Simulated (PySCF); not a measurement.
A survey of ²⁹Si NMR shifts

Theoretical values (PySCF 2.14): shielding tensors at PBE0/pcSseg-1 (GIAO), geometry from GFN2-xTB. Fast rotation and ring inversion assumed for equivalent nuclei, a single conformation, gas phase, non-relativistic.

Shieldings were converted by a linear fit to measured shifts: ²⁹Si (scatter 8.9 ppm rms, 25.8 ppm with the 6 outliers that the fit left out vs TMS, solution or neat liquid). Occasional misses reach two or three times the rms, and more in compound classes unlike the fitted ones.

Give the ²⁹Si shifts of `C=C[Si@@H]1[SiH2][C@@H](CC)[C@H]1F`, `CC[Si@](N)(P)CC[SiH3]`, `C=CC(F)(F)[SiH2][SiH2]N`, `CC[SiH2]C#C[SiH2]C1CC1`, `N[SiH2]n1cnc(C=O)c1`, `C=C[C@H]([SiH3])[SiH2]/C=C/CF`, `C[SiH2]C1=CCC[SiH2][C@@H]1F`, `O=CO[C@H]1C[C@@H]([SiH2]O[SiH3])C1`.

Results:


```tsv
compound	environment	δ (ppm)
[CH2:1]=[CH:2][Si@@H:3]1[SiH2:4][C@@H:5]([CH2:6][CH3:7])[C@H:8]1[F:9]	Si3: silicon bonded to 2 C, Si, H, in a 4-membered ring	-26.8
[CH2:1]=[CH:2][Si@@H:3]1[SiH2:4][C@@H:5]([CH2:6][CH3:7])[C@H:8]1[F:9]	Si4: silicon bonded to C, Si, 2 H, in a 4-membered ring	-46.3
[CH3:1][CH2:2][Si@:3]([NH2:4])([PH2:5])[CH2:6][CH2:7][SiH3:8]	Si3: silicon bonded to 2 C, N, P	7.4
[CH3:1][CH2:2][Si@:3]([NH2:4])([PH2:5])[CH2:6][CH2:7][SiH3:8]	Si8: silicon bonded to C, 3 H	-61.7
[CH2:1]=[CH:2][C:3]([F:4])([F:5])[SiH2:6][SiH2:7][NH2:8]	Si7: silicon bonded to N, Si, 2 H	-54.9
[CH2:1]=[CH:2][C:3]([F:4])([F:5])[SiH2:6][SiH2:7][NH2:8]	Si6: silicon bonded to C, Si, 2 H	-59.2
[CH3:1][CH2:2][SiH2:3][C:4]#[C:5][SiH2:6][CH:7]1[CH2:8][CH2:9]1	Si6: silicon bonded to 2 C, 2 H	-54.4
[CH3:1][CH2:2][SiH2:3][C:4]#[C:5][SiH2:6][CH:7]1[CH2:8][CH2:9]1	Si3: silicon bonded to 2 C, 2 H	-59.4
N[SiH2]n1cnc(C=O)c1	silicon bonded to 2 N, 2 H	-33.4
[CH2:1]=[CH:2][C@H:3]([SiH3:4])[SiH2:5]/[CH:6]=[CH:7]/[CH2:8][F:9]	Si5: silicon bonded to 2 C, 2 H	-36.9
[CH2:1]=[CH:2][C@H:3]([SiH3:4])[SiH2:5]/[CH:6]=[CH:7]/[CH2:8][F:9]	Si4: silicon bonded to C, 3 H	-62.1
[CH3:1][SiH2:2][C:3]1=[CH:4][CH2:5][CH2:6][SiH2:7][C@@H:8]1[F:9]	Si2: silicon bonded to 2 C, 2 H	-43.1
[CH3:1][SiH2:2][C:3]1=[CH:4][CH2:5][CH2:6][SiH2:7][C@@H:8]1[F:9]	Si7: silicon bonded to 2 C, 2 H, in a 6-membered ring	-47.0
[O:1]=[CH:2][O:3][C@H:4]1[CH2:5][C@@H:6]([SiH2:7][O:8][SiH3:9])[CH2:10]1	Si7: silicon bonded to C, O, 2 H	-29.9
[O:1]=[CH:2][O:3][C@H:4]1[CH2:5][C@@H:6]([SiH2:7][O:8][SiH3:9])[CH2:10]1	Si9: silicon bonded to O, 3 H	-41.3
```
